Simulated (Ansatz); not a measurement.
[WSF4]- (WSF₄⁻). Charge -1, multiplicity 2. Geometry r2SCAN-D4/def2-SVPD.

```tsv
atom	x (Å)	y (Å)	z (Å)
W1	0.032	-0.039	-0.050
S2	1.010	-1.212	-1.575
F3	-1.883	-0.245	-0.204
F4	-0.323	1.736	-0.729
F5	1.361	0.871	1.017
F6	-0.198	-1.111	1.541
```

In the def2 sets W takes a core potential; there is no spin–orbit coupling. At PBE-D4/def2-SVPD, PBE-D4/def2-TZVPD, revPBE-D4/def2-TZVPD the highest occupied level of the charge -1 doublet lies above zero (up to 0.85 eV). By energy differences its removal costs 2.97 eV (vertical, to the charge 0 singlet, at PBE0-D4/def2-TZVPD). No other spin state of charge -1 was run.

**Question.** Estimate the α-spin orbital energies around the gap (eV) in Ansatz with PBE-D4/def2-SVPD, PBE-D4/def2-TZVPD, revPBE-D4/def2-TZVPD, PBE0-D4/def2-SVPD, PBE0-D4/def2-TZVPD.

**Answer.** 
| orbital | PBE-D4/def2-SVPD | PBE-D4/def2-TZVPD | revPBE-D4/def2-TZVPD | PBE0-D4/def2-SVPD | PBE0-D4/def2-TZVPD |
| --- | --- | --- | --- | --- | --- |
| HOMO−9 | -5.04 | -4.97 | -4.87 | -7.01 | -6.92 |
| HOMO−8 | -5.04 | -4.97 | -4.87 | -7.01 | -6.92 |
| HOMO−7 | -4.69 | -4.60 | -4.50 | -6.82 | -6.70 |
| HOMO−6 | -4.69 | -4.60 | -4.50 | -6.82 | -6.70 |
| HOMO−5 | -4.61 | -4.51 | -4.42 | -6.59 | -6.48 |
| HOMO−4 | -4.00 | -3.90 | -3.81 | -6.13 | -6.03 |
| HOMO−3 | -3.99 | -3.87 | -3.80 | -5.44 | -5.29 |
| HOMO−2 | -2.67 | -2.57 | -2.49 | -3.93 | -3.81 |
| HOMO−1 | -2.67 | -2.56 | -2.49 | -3.93 | -3.81 |
| HOMO | 0.64 | 0.80 | 0.85 | -1.26 | -1.07 |
| LUMO | 1.58 | 1.68 | 1.75 | 2.22 | 2.36 |
| LUMO+1 | 1.58 | 1.69 | 1.75 | 2.22 | 2.36 |
| LUMO+2 | 2.26 | 2.32 | 2.40 | 2.88 | 2.95 |
| LUMO+3 | 3.29 | 3.00 | 2.94 | 3.82 | 3.39 |
| LUMO+4 | 3.91 | 3.47 | 3.40 | 4.40 | 3.94 |
| LUMO+5 | 4.41 | 3.91 | 3.81 | 5.22 | 4.32 |
| β HOMO | -2.66 | -2.55 | -2.48 | -3.95 | -3.83 |
| β LUMO | 1.92 | 2.02 | 2.10 | 2.63 | 2.76 |
